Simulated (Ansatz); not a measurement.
Geometry optimisation, UKS B3LYP-D4/def2-SVP (Ansatz 0.2.0).

Input file:

```yaml
crystal:
  periodic: [false, false, false]
  atoms:
    - { symbol: Al, position_ang: [-0.065299, -0.485123, 0.079989] }
    - { symbol: Cl, position_ang: [1.906018, 2.435543, 0.152736] }
    - { symbol: C, position_ang: [0.257584, -0.943554, -1.795707] }
    - { symbol: "N", position_ang: [0.580347, -1.516079, 1.378822] }
    - { symbol: H, position_ang: [0.631507, 2.416428, 0.464226] }
    - { symbol: C, position_ang: [-1.260176, 0.996245, 0.594035] }
    - { symbol: H, position_ang: [1.042253, -1.705411, -1.929422] }
    - { symbol: H, position_ang: [0.553148, -0.053665, -2.376924] }
    - { symbol: H, position_ang: [-0.662324, -1.335526, -2.264228] }
    - { symbol: H, position_ang: [1.188936, -2.316599, 1.237425] }
    - { symbol: H, position_ang: [0.441169, -1.369695, 2.373565] }
    - { symbol: H, position_ang: [-2.30295, 0.63735, 0.649534] }
    - { symbol: H, position_ang: [-1.270952, 1.812649, -0.149099] }
    - { symbol: H, position_ang: [-1.039159, 1.427437, 1.585048] }
magnetization:
  spin_polarized: true
basis:
  gaussian: { orbitals: def2-SVP }
hamiltonian:
  xc: b3lyp
  dispersion: d4
relax:
  f_tol: 0.03
  max_steps: 50
```

Launched with:

```bash
$ ansatz run input.yaml --threads 4 --pin off --max-ram 5120MiB --backend cpu --events-out ev --progress --plain --runs-dir out
```

Question: Where does it end, and by what steps?

Answer: The forces met the threshold. The force dipped under the threshold on the way, but the program's further checks kept it going. After 10 steps the energy has fallen by 0.047 eV; Cl2 moved furthest, 0.51 Å.

```tsv
step	energy less start (eV)	largest force component (eV/Å)	accepted
0	0.0000	0.551	yes
1	-0.0054	0.931	yes
2	-0.0161	0.571	yes
3	-0.0149	0.955	no
4	-0.0307	0.221	yes
5	-0.0427	0.073	yes
6	-0.0461	0.016	yes
7	-0.0464	0.110	yes
8	-0.0468	0.077	yes
9	-0.0468	0.042	yes
10	-0.0470	0.015	yes
```

```xyz
14
Properties=species:S:1:pos:R:3
Al -0.059 -0.418 0.092
Cl 1.901 1.949 -0.001
C 0.293 -0.878 -1.782
N 0.585 -1.471 1.380
H 0.884 2.624 0.419
C -1.359 0.968 0.621
H 1.114 -1.604 -1.899
H 0.552 0.016 -2.375
H -0.603 -1.322 -2.252
H 1.220 -2.250 1.235
H 0.413 -1.355 2.375
H -2.377 0.542 0.688
H -1.420 1.792 -0.112
H -1.143 1.407 1.611
```

Whether the end is a true minimum wasn't checked by a vibrational analysis.

Time of the run: 62 s on 4 threads of Arm Neoverse N1, with other jobs on the host, peak memory 0.42 GiB.
